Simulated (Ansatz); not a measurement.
CH₄ClInO, SMILES [CH3][In]([OH])[Cl].

Geometry: B3LYP-D3(BJ)/def2-SVP. The structure was generated by enumeration; whether it is a known compound was not checked. The def2 effective core potentials stand for the cores of In; spin–orbit coupling is left out. The values are those of a single conformer.

Two levels are set side by side: PBE/def2-SVPD (Ansatz, a first-principles code) and PBE0/def2-SVPD (Ansatz). Energy differences of separate SCF runs at the same geometry; the states with an electron removed or added have multiplicity 2 and 2. Differences are taken from unrounded values.

```csv
quantity,PBE0,PBE,PBE minus PBE0
vertical ionisation energy (eV),10.47,10.03,-0.44
vertical singlet–triplet gap (eV),4.98,4.50,-0.48
```
